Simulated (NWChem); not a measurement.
C2H7InO; SMILES [O]([InH][CH3])C

```xyz
11

In    -0.3030     0.3490     0.0001
H     -2.0136     0.1044    -0.0003
C      1.0509     2.0117    -0.0002
H      0.8760     2.6514     0.8769
H      0.9112     2.6191    -0.9062
H      2.0796     1.6276     0.0261
O      0.7141    -1.3856     0.0009
C      0.1598    -2.6569    -0.0006
H      0.4830    -3.2346    -0.8900
H      0.4846    -3.2373     0.8864
H     -0.9516    -2.6732     0.0004
```
Atoms are numbered in this order, from 1.

Program: NWChem. Medium grid unless said otherwise, to which SCAN and Minnesota functionals are sensitive. All runs use the structure optimised with PBE0/def2-SVP. Not confirmed as a minimum by frequencies. def2 effective core potentials on In; no spin-orbit coupling.

Q: Order these by “dipole (D)”, lowest first: PW6B95/def2-SVP; B3LYP/def2-SVP; Hartree-Fock/def2-SVP; PBE/def2-SVP.

A: PBE/def2-SVP (1.61), B3LYP/def2-SVP (1.82), PW6B95/def2-SVP (1.91), Hartree-Fock/def2-SVP (2.31)
